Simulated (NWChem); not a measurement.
System: C2H5BF2O; SMILES FC(B(C)O)F

```xyz
11

C      0.9449    -1.8951    -0.1595
B     -0.1377    -0.7750    -0.0485
O     -1.4000    -1.0419     0.3335
C      0.2053     0.7636    -0.3853
F     -0.9026     1.5398    -0.1471
F      1.2020     1.2112     0.4249
H      0.5702    -2.8804     0.1503
H      1.8234    -1.6342     0.4544
H      1.3169    -1.9710    -1.1960
H     -1.9306    -0.2325     0.3652
H      0.5123     0.9567    -1.4310
```
Atoms are numbered in this order, from 1.

Results from NWChem. Structure relaxed at the PBE0/def2-SVP level. Level SCAN/def2-SVP: energy and gradient on several grids; changes count from the extra-fine grid, which is no exact limit either.

```csv
grid,size of the energy change (μHa),largest change of a gradient component (μHa/bohr),"time, medium = 1 (rough)"
xcoarse,30000,7000,about 1
coarse,6000,2000,about 1
medium,5000,1000,about 1
fine,900,700,about 1
xfine,< 10,< 30,2
```
